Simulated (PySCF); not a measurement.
Ga(F)(OH)(OMe) (CH4FGaO2), SMILES C[O][Ga]([OH])[F]. Atoms are numbered in the order given.

```xyz
9

Ga     0.0500     0.2980     0.1876
F      0.9432     1.7891     0.3190
O     -1.1787    -0.0940     1.3988
H     -1.2691     0.5814     2.0799
O      0.4132    -0.7696    -1.1607
C     -0.2358    -1.9958    -1.3822
H     -0.7440    -1.9812    -2.3618
H      0.5051    -2.8136    -1.4015
H     -0.9906    -2.2423    -0.6141
```

Geometry optimised at PBE0-D3(BJ)/def2-SVP. The structure was generated by enumeration; whether it is a known compound was not checked. The values are those of a single conformer.

Two levels are set side by side: PBE/pcSseg-1 (PySCF) and PBE0/pcSseg-1 (PySCF). GIAO shifts against CFCl3 (¹⁹F), H2O (¹⁷O), TMS (¹H), TMS (¹³C) at the same level; non-relativistic, no solvent, atoms listed together averaged. Differences are taken from unrounded values.

| quantity | PBE0 | PBE | PBE minus PBE0 |
|---|---|---|---|
| δ(¹⁹F) of F2 (ppm) | -198.2 | -200.8 | -2.6 |
| δ(¹⁷O) of O3 (ppm) | 25.9 | 43.8 | 17.9 |
| δ(¹H) of H4 (ppm) | 1.94 | 2.05 | 0.10 |
| δ(¹⁷O) of O5 (ppm) | 29.2 | 56.1 | 26.9 |
| δ(¹³C) of C6 (ppm) | 59.6 | 62.2 | 2.5 |

Rough cost on one machine, each run with all the roots and properties that it gave: PBE0 against PBE within a factor of 2.
